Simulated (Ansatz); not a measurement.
Cost and result for the atomization energy of AlBCl$_{2}$H$_{2}$O (`B[O][Al]([Cl])[Cl]`) (7 atoms, 6 bonds).

```xyz
7

B    -0.904    0.330   -1.280
O    -0.139    0.051   -0.218
Al    0.792   -0.289    1.116
Cl    2.440    0.888    1.540
Cl    0.289   -1.885    2.333
H    -1.837    1.077   -1.151
H    -0.642   -0.172   -2.340
```

Total charge 0; spin multiplicity 1. The geometry is a stationary point of PBE0-D4/def2-TZVP. It is one conformer, not always the lowest. Program: Ansatz. All runs use 2 threads of an Arm Neoverse V1 on a shared host. Times are those of one run each, without the atoms' runs, and a repeat can differ threefold. Electronic energies, without spin–orbit coupling; frozen cores. CCSD(T)/CBS adds CCSD(T) − MP2 in def2-TZVPP to the MP2 limit, and its time is that of the two runs behind it. T1 = 0.011. HSE06 is the plane-wave form, built on full-range PBE exchange.

CCSD(T)/CBS is a level of theory with its own doubt, some kJ/mol a heavy atom from the limit and from the frozen cores, so smaller differences don't rank the functionals.

```csv
level,functions,wall time
LDA (SPW92)/def2-TZVPP,216,1.6 s
PBE-D4/def2-TZVPP (with forces),216,3.5 s
CCSD(T)/def2-SVP,92,3.5 s
BHLYP-D4/def2-TZVPP,216,4.5 s
PBE0-D4/def2-TZVPP,216,4.6 s
HSE06-D4/def2-TZVPP,216,4.8 s
CAM-B3LYP-D4/def2-TZVPP,216,5 s
B2PLYP/def2-TZVPP,216,7 s
ωB97X-V/def2-TZVPP,216,12 s
ωB97M-V/def2-TZVPP (with forces),216,17 s
MP2/def2-QZVPP,384,20 s
CCSD(T)/def2-TZVPP,216,110 s
CCSD(T)/CBS(def2),–,2.1 min
```

Q: What atomization energy does each give, and how far from CCSD(T)/CBS? (An estimate is asked.)

A: Computed: 
```tsv
level	atomization (kcal/mol)	difference from CCSD(T)/CBS	per bond
LDA (SPW92)/def2-TZVPP	708.7	76.0	12.7
PBE-D4/def2-TZVPP (with forces)	636.2	3.5	0.6
CCSD(T)/def2-SVP	596.6	-36.1	-6.0
BHLYP-D4/def2-TZVPP	614.3	-18.4	-3.1
PBE0-D4/def2-TZVPP	628.2	-4.5	-0.7
HSE06-D4/def2-TZVPP	628.6	-4.1	-0.7
CAM-B3LYP-D4/def2-TZVPP	632.0	-0.7	-0.1
B2PLYP/def2-TZVPP	625.1	-7.6	-1.3
ωB97X-V/def2-TZVPP	633.4	0.7	0.1
ωB97M-V/def2-TZVPP (with forces)	635.6	2.9	0.5
MP2/def2-QZVPP	649.5	16.8	2.8
CCSD(T)/def2-TZVPP	614.5	-18.2	-3.0
CCSD(T)/CBS(def2)	632.7	0.0	0.0
```

In def2-TZVPP, CCSD(T) changes the Hartree–Fock value by +122.5 kcal/mol (the triples alone add +9.5 kcal/mol) and MP2 by +146.6 kcal/mol; breaking electron pairs costs correlation energy, which Hartree–Fock lacks. From BLYP to BHLYP (50 % exact exchange), in def2-TZVPP and without D4, the atomization energy moves by −6.8 kcal/mol: exact exchange takes away binding that semilocal exchange gives to molecules. Leaving LDA and LC-ωPBE aside and taking each functional with its dispersion term where it has one, the values, not all of them listed here, spread over 25.5 kcal/mol, from BHLYP-D4 to B97M-V. LDA lies +76.5 kcal/mol from PBE without D4, its usual overbinding.
